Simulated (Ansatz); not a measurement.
Calculated with Ansatz (gas phase, PBE0-D4/def2-TZVP geometries, no zero-point term in ΔE). CCSD(T)/CBS adds triple-zeta CCSD(T) − MP2 to the extrapolated MP2 energy (def2 sets, frozen cores). This one scheme is used for every species. Functionals use def2-TZVPP. Triplets are unrestricted, without spin–orbit coupling. For Ge outer-core shells are correlated without core-valence functions, which leaves a few kJ/mol of doubt a bond. Scalar relativity is left out up to krypton. One conformer a species, not always the lowest.

`CS[CH2][GeH3]` → `C[S][GeH3]` + `[CH2]` (triplet)  (formal loss of a carbene)

```json
{"level": "BHLYP-D4", "ΔE (eV)": "3.60"}
{"level": "SCS-MP2/def2-TZVPP", "ΔE (eV)": "3.88"}
```

**Question.** What does CCSD(T)/CBS give? (Best estimate.)

**Answer.** The calculation gave: +3.88 eV. The listed levels differ from it by -0.28, 0.00 eV.

Largest T1 diagnostic among the species: 0.011.

From BLYP to BHLYP (50 % exact exchange), in def2-TZVPP and without D4, ΔE moves by −0.09 eV. Leaving LDA and LC-ωPBE aside and taking each functional with its dispersion term where it has one, the values, not all of them listed here, spread over 0.42 eV, from r2SCAN0-D4 to ωB97X-V. LDA lies +0.80 eV from PBE without D4.

CCSD(T)/CBS has its own doubt, a few kJ/mol and more with outer-core shells, so smaller differences from it don't rank the levels.
